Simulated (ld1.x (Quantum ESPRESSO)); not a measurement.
## Reading a pseudo-wave (Tc)

Columns: radius, all-electron u(r) and pseudo u(r) of the 4p shell (level -46.11 eV) of technetium in the configuration [Ar] 3d10 4s2 4p6 4d5 5s1.5 5p0.5; PBE, scalar-relativistic, PAW scheme, ld1.x (Quantum ESPRESSO) 7.5.

```json
{"r (bohr)": "0.110", "all-electron": "0.2696", "pseudo": "0.0278"}
{"r (bohr)": "0.220", "all-electron": "-0.3719", "pseudo": "0.1080"}
{"r (bohr)": "0.330", "all-electron": "-0.5423", "pseudo": "0.2308"}
{"r (bohr)": "0.440", "all-electron": "-0.2531", "pseudo": "0.3818"}
{"r (bohr)": "0.550", "all-electron": "0.1779", "pseudo": "0.5434"}
{"r (bohr)": "0.660", "all-electron": "0.5625", "pseudo": "0.6976"}
{"r (bohr)": "0.770", "all-electron": "0.8347", "pseudo": "0.8284"}
{"r (bohr)": "0.880", "all-electron": "0.9904", "pseudo": "0.9234"}
{"r (bohr)": "0.990", "all-electron": "1.0496", "pseudo": "0.9756"}
{"r (bohr)": "1.100", "all-electron": "1.0387", "pseudo": "0.9837"}
{"r (bohr)": "1.210", "all-electron": "0.9825", "pseudo": "0.9520"}
{"r (bohr)": "1.320", "all-electron": "0.9005", "pseudo": "0.8887"}
{"r (bohr)": "1.430", "all-electron": "0.8068", "pseudo": "0.8048"}
{"r (bohr)": "1.540", "all-electron": "0.7108", "pseudo": "0.7116"}
{"r (bohr)": "1.650", "all-electron": "0.6181", "pseudo": "0.6186"}
{"r (bohr)": "1.760", "all-electron": "0.5323", "pseudo": "0.5323"}
{"r (bohr)": "1.870", "all-electron": "0.4548", "pseudo": "0.4548"}
{"r (bohr)": "1.980", "all-electron": "0.3863", "pseudo": "0.3863"}
{"r (bohr)": "2.090", "all-electron": "0.3264", "pseudo": "0.3264"}
{"r (bohr)": "2.200", "all-electron": "0.2746", "pseudo": "0.2746"}
{"r (bohr)": "2.310", "all-electron": "0.2304", "pseudo": "0.2304"}
{"r (bohr)": "2.420", "all-electron": "0.1927", "pseudo": "0.1927"}
{"r (bohr)": "2.530", "all-electron": "0.1608", "pseudo": "0.1608"}
{"r (bohr)": "2.640", "all-electron": "0.1340", "pseudo": "0.1340"}
{"r (bohr)": "2.750", "all-electron": "0.1114", "pseudo": "0.1114"}
{"r (bohr)": "2.860", "all-electron": "0.0925", "pseudo": "0.0925"}
```

(1) How many radial nodes do the two functions have?

(2) At about which radius was the pseudo-wave matched?

(3) Where does each function peak?

(4) Is the pseudo-wave norm-conserving?

## Answers

(1) The all-electron 4p function has n − l − 1 = 2; the pseudo-wave has 0, since the states of the same l below it are removed with the core.

(2) 1.80 bohr, where the columns begin to agree (steps of 0.11 bohr).

(3) Outermost all-electron maximum near 0.99 bohr, pseudo maximum near 1.10 bohr (to the table’s step).

(4) No, it belongs to a PAW set: the norm inside the radius is not constrained, and the difference is carried by the augmentation charge.
